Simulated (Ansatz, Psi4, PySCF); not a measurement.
ClMoO2 (SMILES [O]=[Mo](=[O])[Cl]), doublet, at a GFN2-xTB geometry (such geometries of metal compounds can be far from the true shape) (the multiplicity is a formal guess) (core potentials on Mo). Base run: B97M-V/def2-SVP (PySCF).

Here is a job for PySCF.
```python
from pyscf import gto, scf, dft

mol = gto.M(
    atom='''
Mo    0.146691   -0.217231    0.154523
O     1.660147   -0.634869   -0.288702
O    -0.592797   -0.945739    1.413034
Cl   -0.864696    1.280504   -0.910859
''',
    basis='def2-svp',
    ecp={'Mo': 'def2-svp'},
    charge=0,
    spin=1,
    verbose=4,
)

mf = dft.UKS(mol)
mf.xc = 'b97m_v'
mf.kernel()
```

The same geometry, method and basis name were run in Ansatz (a quantum-chemistry and plane-wave program) and Psi4 and PySCF, at each program's defaults and at the settings that a row names. The base is PySCF at its defaults. Differences at the defaults can come from grids, fitting, cores and function types together.

```json
[
 {"code and settings": "PySCF, defaults (exact integrals, its default grid, spherical functions)", "ΔE vs base (µEh)": "0.0", "basis functions": "77", "E (Eh)": "-678.49768", "SCF cycles": "13", "dipole (D)": "1.55"},
 {"code and settings": "Psi4, defaults (density fitting with its default set, its default grid, spherical functions)", "ΔE vs base (µEh)": "-712", "basis functions": "77", "E (Eh)": "-678.49839", "SCF cycles": "12", "dipole (D)": "1.55"},
 {"code and settings": "Ansatz, defaults (factorised integrals, its default grid, spherical functions)", "ΔE vs base (µEh)": "22.4", "basis functions": "77", "E (Eh)": "-678.49766", "SCF cycles": "-", "dipole (D)": "-"},
 {"code and settings": "PySCF, density fitting with def2-universal-jkfit", "ΔE vs base (µEh)": "-65.9", "basis functions": "77", "E (Eh)": "-678.49775", "SCF cycles": "13", "dipole (D)": "1.55"},
 {"code and settings": "PySCF, fine grid", "ΔE vs base (µEh)": "28.8", "basis functions": "77", "E (Eh)": "-678.49765", "SCF cycles": "13", "dipole (D)": "1.55"},
 {"code and settings": "Psi4, exact integrals, spherical functions, fine grid", "ΔE vs base (µEh)": "-4.7", "basis functions": "77", "E (Eh)": "-678.49769", "SCF cycles": "17", "dipole (D)": "1.55"},
 {"code and settings": "Ansatz, high accuracy", "ΔE vs base (µEh)": "23.3", "basis functions": "77", "E (Eh)": "-678.49766", "SCF cycles": "-", "dipole (D)": "-"}
]
```

Open shells are given as the SCF converged; they aren't shown to be the lowest states, and a large step between rows can be another state.
